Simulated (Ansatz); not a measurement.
`NCN[SiH2]N`, charge 0, multiplicity 1.

Question: Give a relaxed structure at PBE0-D4/def2-TZVP (Ansatz). (An estimate is asked.)

Answer: The calculation gave: 
Z-matrix (Å, degrees):
```
C
N 1 1.434
N 1 1.450 2 109.9
H 1 1.099 2 112.5 3 -119.0
H 1 1.103 2 107.0 3 124.4
Si 2 1.715 1 125.7 3 -138.0
H 2 1.009 1 112.8 3 53.2
H 3 1.013 1 110.1 2 65.5
H 3 1.013 1 111.1 2 -174.6
N 6 1.717 2 120.9 1 -72.1
H 6 1.485 2 104.1 1 167.5
H 6 1.487 2 106.9 1 46.1
H 10 1.007 6 121.9 2 -66.9
H 10 1.007 6 120.8 2 83.7
```
This is one stationary point; other conformers may exist.
